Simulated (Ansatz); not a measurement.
Cost and result for the atomization energy of C3H7AlSn (12 atoms, 13 bonds).

```xyz
12

Al    0.077    1.171   -1.300
C     0.228    2.076    0.710
C     0.092    0.709    0.710
C    -0.036   -0.401    0.129
Sn   -0.234   -2.472    0.410
H     1.482    1.209   -2.025
H    -1.333    1.489   -1.940
H    -0.630    2.684    0.978
H     1.204    2.501    0.924
H     1.092   -3.212   -0.355
H    -1.695   -2.942   -0.322
H    -0.247   -2.811    2.080
```

The species carries charge 0 and has multiplicity 1. Correlated methods include outer-core shells of Sn, which these sets cover unevenly. Sn takes the def2 core potential. The bonds changed during the relaxation, so this is another structure than the one it started from. The geometry is a stationary point of PBE0-D4/def2-TZVP. Program: Ansatz. All runs use 4 threads of an Arm Neoverse V2 on a shared host. Times are those of one run each, without the atoms' runs, and a repeat can differ threefold. Electronic energies, without spin–orbit coupling; frozen cores. CCSD(T)/CBS adds CCSD(T) − MP2 in def2-TZVPP to the MP2 limit, and its time is that of the two runs behind it. T1 = 0.014. With those shells the extrapolation isn't a true limit. B3LYP takes the VWN-RPA correlation (the form of Gaussian; ORCA's B3LYP/G).

CCSD(T)/CBS is a level of theory with its own doubt, some kJ/mol a heavy atom from the limit and from the frozen cores, so smaller differences don't rank the functionals.

```csv
level,functions,wall time,atomization (kcal/mol),difference from CCSD(T)/CBS,per bond
PBE-D4/def2-TZVPP (with forces),283,3.1 s,979.5,12.1,0.9
PBE0-D4/def2-TZVPP,283,4 s,966.2,-1.2,-0.1
r2SCAN-D4/def2-TZVPP (with forces),283,6.5 s,970.8,3.4,0.3
B3LYP-D4/def2-TZVPP (with forces),283,6.5 s,962.2,-5.2,-0.4
B2PLYP/def2-TZVPP,283,7.5 s,952.6,-14.8,-1.1
ωB97X-V/def2-TZVPP,283,11 s,968.7,1.3,0.1
ωB97M-V/def2-TZVPP (with forces),283,15 s,966.6,-0.8,-0.1
MP2/def2-QZVPP,533,29 s,966.2,-1.2,-0.1
CCSD(T)/def2-TZVPP,283,5.5 min,944.9,-22.5,-1.7
CCSD(T)/CBS(def2),–,6 min,967.4,0.0,0.0
```

The D4 term adds +11.0 kcal/mol with B3LYP and +5.8 kcal/mol with PBE0; it sums over pairs of atoms, weighted by their polarisabilities, and B3LYP, whose exchange is more repulsive, gets the larger term. In def2-TZVPP, CCSD(T) changes the Hartree–Fock value by +242.4 kcal/mol (the triples alone add +17.0 kcal/mol) and MP2 by +250.3 kcal/mol; breaking electron pairs costs correlation energy, which Hartree–Fock lacks. From PBE to PBE0 (25 % exact exchange), in def2-TZVPP and without D4, the atomization energy moves by −12.3 kcal/mol: exact exchange takes away binding that semilocal exchange gives to molecules.

Spin–orbit coupling would lower the free Sn atoms strongly, and the atomization energy with them, by more than many differences here. For some Ge, Se and Sn compounds the MP2-based and the directly extrapolated limit differ by 10 to 25 kJ/mol.
